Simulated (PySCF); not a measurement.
# A small calculation by hand: dipole moment from atomic charges

Mg(OMe)(SH) (CH₄MgOS), SMILES [SH][Mg][O]C. Atoms are numbered in the order given.

```xyz
8

Mg     0.0072     0.0641     0.0749
O      0.2068    -0.9873    -1.3331
C      0.3646    -1.8054    -2.4348
H     -0.1473    -1.3990    -3.3310
H      1.4322    -1.9353    -2.7058
H     -0.0483    -2.8201    -2.2611
S     -0.2298     1.4442     1.9072
H     -1.4892     1.0086     2.1569
```
Charge 0, spin multiplicity 1.

Geometry optimised at B3LYP-D3(BJ)/def2-SVP. One conformer was computed; it need not be the lowest.

Charges (e) from PBE/def2-TZVPD (PySCF):

```tsv
atom	ESP fit	IAO
Mg1	0.779	1.577
O2	-0.388	-1.031
C3	-0.405	-0.187
H4	0.123	0.117
H5	0.137	0.117
H6	0.118	0.117
S7	-0.485	-0.808
H8	0.121	0.099
```

The dipole moment of the full density is 1.07 D.

Task: What dipole moment does each set of point charges give, and which comes closer to that of the density?

Result: 
μ = Σ q r, and 1 e Å = 4.8032 D.
ESP fit: Σ q r = (-0.119, -0.184, -0.150) e Å, |μ| = 1.27 D.
IAO: Σ q r = (-0.087, -0.331, -0.350) e Å, |μ| = 2.35 D.
ESP fit comes closer in size. Point charges leave out the atoms' own dipoles (lone pairs, polarised bonds); fits to the potential absorb them, partitions of the density don't.
